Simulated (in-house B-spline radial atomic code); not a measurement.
# RPA and G0W0 on LC-wPBE: the technetium ion Tc²⁺

Configuration [Kr] 4d5, highest spin, mean-field start LC-wPBE. Computed with a B-spline radial code for spherical atoms: all electrons, non-relativistic, point nucleus, each spin shell either full or empty, empty states to l = 9 with an (l + 1/2)⁻⁴ tail; G0W0 by contour deformation at full frequency.

Without relativity these are model numbers: it shifts the levels of so heavy an element strongly and can reorder them.

Command:
```bash
python run_gw.py task.json out
```
Settings (radii: box in bohr, nucleus in fm):
```
Z                        43
electrons                41
configuration            [Kr] 4d5
hamiltonian              nr
method                   lc_wpbe
lmax                     9
spin_polarised           True
box_radius               17.55
intervals                53
```

Run time, properties included: 7 s on 1 thread of AMD EPYC 7R43 64-Core Processor (shared host).

Energies (hartree):

```
                                     term        value
                         mean-field total  -4205.59723
Hartree-Fock functional on these orbitals  -4204.07101
                      direct second order      -3.3019
                    second-order exchange      0.95438
                         SOSEX correction      0.89384
```

(1) What is the RPA correlation energy, and what remains with SOSEX?

Quasi-particle levels (eV):

```
  level  occupied  mean field  Σx - vxc     Σc  QP weight     G0W0
  4d up       yes     -28.692     -1.73      ?          ?        ?
4p down       yes      -63.34     -2.89   0.33      0.926   -65.91
4d down        no     -15.547      4.03  -3.28      0.952  -14.797
```

G0W0 = mean field + (Σx - vxc) + Σc, with Σc (partial-wave tail included) taken at the quasi-particle energy. Only the outer levels were computed. Levels of low weight are left out.

(2) Where does G0W0 put 4d up?

Answers

(1) RPA gives -2.9437 hartree (-1.95 eV per electron); RPA + SOSEX gives -2.0498, and the second-order doubles -2.3475 hartree (no singles). RPA lacks exchange-type terms and so overcorrelates at short range.

(2) At -30.65 eV, with Σc = -0.23 eV and a quasi-particle weight of 0.949. The tabulated removal energy is 29.550 eV (NIST, semi-empirical); the calculation leaves out relativity, Breit and QED terms, and what these don't explain is the method's own error.
